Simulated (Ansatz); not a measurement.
Compare A (`Cc1ccnc(C)c1`) with its isomer B (`Cc1ccc(N)cc1`).

Isolated molecules relaxed with PBE0-D4/def2-TZVP in Ansatz; ΔE leaves out vibrations. CCSD(T)/CBS adds triple-zeta CCSD(T) − MP2 to the extrapolated MP2 energy (def2 sets, frozen cores). Functionals use def2-TZVPP. B3LYP here is the variant with VWN-RPA as its local correlation; programs differ in this. One conformer a species, not always the lowest.

Q: Which isomer does CCSD(T)/CBS put lower? Give the gap. (An estimate is asked.)

A: Computed: B, by 8.6 kJ/mol.

Q: Give E(B) − E(A) in kJ/mol with CCSD/def2-TZVPP, ωB97M-V, LDA (SPW92), B3LYP, MP2/def2-TZVPP, HF/def2-TZVPP, CCSD(T)/def2-TZVPP. (An estimate is asked.)

A: Computed: CCSD/def2-TZVPP -4.8, ωB97M-V -8.2, LDA (SPW92) -21.9, B3LYP -8.3, MP2/def2-TZVPP -10.4, HF/def2-TZVPP 2.3, CCSD(T)/def2-TZVPP -4.2. The order is the other way round with HF/def2-TZVPP.

Largest T1 diagnostic: 0.012.

In def2-TZVPP, CCSD(T) changes the Hartree–Fock value by −6.5 kJ/mol (the triples alone add +0.6 kJ/mol) and MP2 by −12.6 kJ/mol. Leaving LDA and LC-ωPBE aside and taking each functional with its dispersion term where it has one, the values, not all of them listed here, spread over 8.8 kJ/mol, from HSE06-D4 to ωB97X-V. LDA lies −10.1 kJ/mol from PBE without D4.
